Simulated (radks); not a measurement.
Q: Coherent X-ray form factor from a spherical all-electron density. All-electron calculation, scalar-relativistic Kohn-Sham, BLYP, spin-polarised, spherical densities, finite nucleus; Fermi nuclear charge, rms radius of each element as measured or else 0.836 A^(1/3) + 0.57 fm. Program: a radial shooting solver on a logarithmic mesh with Libxc functionals.

| sin(theta)/lambda (1/angstrom) | f0 (electrons) |
|---|---|
| 0.05 | 77.124 |
| 0.1 | 74.706 |
| 0.15 | 71.255 |
| 0.2 | 67.314 |
| 0.25 | 63.292 |
| 0.3 | 59.432 |
| 0.4 | 52.568 |
| 0.5 | 46.884 |
| 0.6 | 42.147 |
| 0.8 | 34.524 |
| 1 | 28.493 |
| 1.25 | 22.778 |
| 1.5 | 18.909 |
| 2 | 14.703 |

The species is in the configuration that NIST lists as its ground one. Which atom or ion scatters so?

A: The gold ion Au+, [Xe] 4f14 5d10. Extrapolating in s^2 from the first two rows gives f0(0) = 77.9, near the electron count 78; among species with that count, the fall with angle is slower the higher Z, and the table is that of Z = 79; from so few rows the species is fixed only to a neighbour or two.
